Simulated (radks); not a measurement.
Problem. These are the eigenvalues of the occupied orbitals of an atom or ion with whole-number occupations (eV). Method: scalar-relativistic Kohn-Sham, PBE, spin-polarised, spherical densities, point nucleus; computed with a radial shooting solver on a logarithmic mesh with Libxc functionals.

1s down: -26581.10
1s up: -26581.10
2s up: -3993.732
2s down: -3993.262
2p up: -3589.129
2p down: -3588.772
3s up: -789.1369
3s down: -788.9089
3p up: -656.4552
3p down: -656.1927
3d up: -448.9534
3d down: -448.5379
4s up: -160.2977
4s down: -158.5455
4p up: -120.8405
4p down: -119.0516
4d up: -63.3205
4d down: -61.5917

Which element is it, and in what charge state? The configuration may be excited. Open shells, if any, are filled with parallel spins first.

Solution. Z = 48, cadmium, charge +4: Cd4+ in [Kr] 4d8. The list shows which subshells hold electrons but not how many an open one holds; the 1s level, -976.84 hartree, gives Z - s = 44.2 by -(Z - s)^2/2, which with screening and relativity narrows Z to a few neighbours, and the depths of the outer levels then fix element, charge and occupations together.
